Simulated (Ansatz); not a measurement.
Sb3 (the lowest doublet isomer of a short search). Total charge 0; doublet. Geometry r2SCAN-D4/def2-SVP, basis def2-TZVP, Ansatz.

Cartesian coordinates in Å:
```
Sb 0.5831 -0.2004 -1.5145
Sb 0.9680 -0.1914 1.1764
Sb -1.5511 0.3918 0.3381
```

```tsv
run	HOMO (eV)	LUMO (eV)
A	-5.96	-2.40
B	-4.68	-3.76
C	-7.14	-1.39
D	-4.27	-3.80
E	-4.30	-3.88
F	-5.23	-3.22
```

In the def2 sets Sb takes a core potential; there is no spin–orbit coupling. The structure comes from a short search, and lower isomers may exist.

HOMO and LUMO are taken over both spins.

**Question.** The runs used BHLYP, PBE, PBE0, r2SCAN, revPBE, ωB97X-V. Estimate which is which.

**Answer.** A BHLYP (50 % exact exchange); B r2SCAN (0 % exact exchange); C ωB97X-V (range-separated); D revPBE (0 % exact exchange); E PBE (0 % exact exchange); F PBE0 (25 % exact exchange). Exact exchange lowers occupied and raises empty levels; among semilocal functionals meta-GGAs tend to open the gap a little, and such runs are hard to tell apart. The gap grows from 0.41 eV (PBE) to 5.75 eV (ωB97X-V). At BHLYP-D4/def2-TZVP, r2SCAN-D4/def2-TZVP, ωB97X-V/def2-TZVP, PBE0-D4/def2-TZVP the charge 0 doublet is spin-contaminated (final ⟨S²⟩ up to 1.00, 0.75 for a pure state).
